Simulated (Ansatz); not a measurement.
A calculation with Ansatz (development build ahead of 0.2.0).

```yaml
crystal:
  periodic: [false, false, false]
  atoms:
    - { symbol: Ti, position_ang: [0.0, 0.0, -0.38969] }
    - { symbol: O, position_ang: [0.0, 0.0, 1.07165] }
basis:
  gaussian: { orbitals: def2-TZVP }
magnetization:
  spin_polarized: true
  initial_magnetization: 2
hamiltonian:
  xc: hf
```

The input is written out in the form of the current development build from the run's settings.

The run gave:

- Converged: yes
- Total energy: -923.27690 hartree
- Spin squared of the determinant: 2.029
